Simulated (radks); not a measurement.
Ta, configuration [Xe] 4f14 5d3 6s2 (the NIST ground configuration).

Method: scalar-relativistic Kohn-Sham, OLYP, spin-polarised, spherical densities, finite nucleus; open shells are filled with parallel spins first (spin-orbit coupling, left out, can overturn this in heavy ions); Fermi nuclear charge, rms radius 5.3507 fm; computed with a radial shooting solver on a logarithmic mesh with Libxc functionals.

Energy parts (eV):
| part | energy |
|---|---|
| total | -424714.44 |
| kinetic | 466470.22 |
| electron-nucleus | -1048772.51 |
| Hartree | 166322.42 |
| exchange-correlation | -8734.57 |

Orbitals (lengths in bohr, moments of r in powers of bohr):
orbital,occ.,eigenvalue (eV),<r^2>,<r^4>
1s up,1,-67339.98,0.0004789,6.210e-07
1s down,1,-67339.98,0.0004789,6.210e-07
2s up,1,-11576.71,0.007376,0.00009385
2s down,1,-11576.60,0.007376,0.00009385
2p up,3,-10148.85,0.006083,0.00007323
2p down,3,-10148.76,0.006083,0.00007323
3s up,1,-2652.710,0.04795,0.003463
3s down,1,-2652.684,0.04795,0.003462
3p up,3,-2227.806,0.04864,0.003710
3p down,3,-2227.776,0.04863,0.003710
3d up,5,-1731.899,0.04034,0.002869
3d down,5,-1731.832,0.04034,0.002869
4s up,1,-540.6763,0.2375,0.08193
4s down,1,-540.6045,0.2375,0.08194
4p up,3,-401.1932,0.2704,0.1092
4p down,3,-401.1310,0.2704,0.1092
4d up,5,-222.6032,0.3168,0.1628
4d down,5,-222.5286,0.3166,0.1624
4f up,7,-25.0142,0.5218,0.6950
4f down,7,-24.7862,0.5112,0.6512
5s up,1,-73.3319,1.367,2.770
5s down,1,-72.3247,1.348,2.683
5p up,3,-39.9092,1.911,5.700
5p down,3,-38.4099,1.870,5.458
5d up,3,-4.1272,5.835,74.65
5d down,0,-2.1443,7.621,159.2
6s up,1,-5.6009,11.89,233.7
6s down,1,-4.3426,14.34,350.9
6p up,0,-1.3817,32.49,1947
6p down,0,-1.0322,41.11,3131

The highest occupied level is 5d up at -4.127 eV. For comparison, the ionisation energy in NIST's Atomic Spectra Database is 7.550 eV (measured). In exact Kohn-Sham theory the highest level is minus the ionisation energy, but local and semilocal functionals leave it too shallow, through self-interaction and a potential that decays too fast; potentials with the right tail come closer. The spin density at the nucleus is 5.36 e/bohr^3 (1s 0.04, 2s -0.73, 3s 0.12, 4s 0.90, 5s -12.93, 6s 17.96).
